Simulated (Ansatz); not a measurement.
`BN[SiH](C)C` → `B[NH]`• + `C[SiH]C`• at 600 K and 1 bar (homolysis of the N–Si bond).

Computed with Ansatz on PBE0-D4/def2-TZVP structures; ΔE is electronic, products minus reactants. CCSD(T)/CBS adds triple-zeta CCSD(T) − MP2 to the extrapolated MP2 energy (def2 sets, frozen cores). Open shells (•) are unrestricted, without spin–orbit coupling. Each species was taken in one conformer, which may not be the lowest.

```json
{"species": "`BN[SiH](C)C`", "CCSD(T)/CBS energy (Eh)": "-450.78732", "H − E (kJ/mol)": "395.2", "S (J/(mol·K))": "484.8"}
{"species": "`B[NH]`•", "CCSD(T)/CBS energy (Eh)": "-81.23832", "H − E (kJ/mol)": "112.7", "S (J/(mol·K))": "294.9"}
{"species": "`C[SiH]C`•", "CCSD(T)/CBS energy (Eh)": "-369.35839", "H − E (kJ/mol)": "262.8", "S (J/(mol·K))": "384.7"}
```

H − E and S are ideal-gas, rigid-rotor, harmonic terms from PBE0-D4/def2-TZVP, for one conformer and one mirror image of each species, with the whole ground term of open shells counted as degenerate. 1 Eh = 2625.50 kJ/mol, R = 8.31446 J/(mol·K).

Question: By hand: ΔE, ΔH, ΔS and ΔG.

Answer: ΔE = (-81.23832) + (-369.35839) − (-450.78732) = 0.19061 Eh = 500.4 kJ/mol. Δ(H − E) = 112.7 + 262.8 − 395.2 = -19.7, so ΔH = 480.7 kJ/mol. ΔS = 294.9 + 384.7 − 484.8 = 194.8 J/(mol·K). ΔG = 480.7 − 600 × (194.8)/1000 = 363.8 kJ/mol.

Question: By hand: the equilibrium constant, and the temperature at which ΔG would vanish if ΔH and ΔS stayed fixed.

Answer: log₁₀ K = −ΔG/(RT ln 10) = -31.7. ΔG = 0 at ΔH/ΔS = 2468 K.

The number of gas molecules changes by +1, which sets the sign of ΔS. A doubt of 5 kJ/mol in ΔE shifts log₁₀ K by 0.4 here. Other conformers and mirror images would add mixing entropy, several J/(mol·K) or more a flexible species. Modes under 60 cm⁻¹, often nearly free rotors, make the harmonic entropy too high. These are equilibria of isolated gas molecules and say nothing of rates. Largest T1 diagnostic: 0.030 (customary marks: 0.02 for closed shells, 0.045 for open ones).
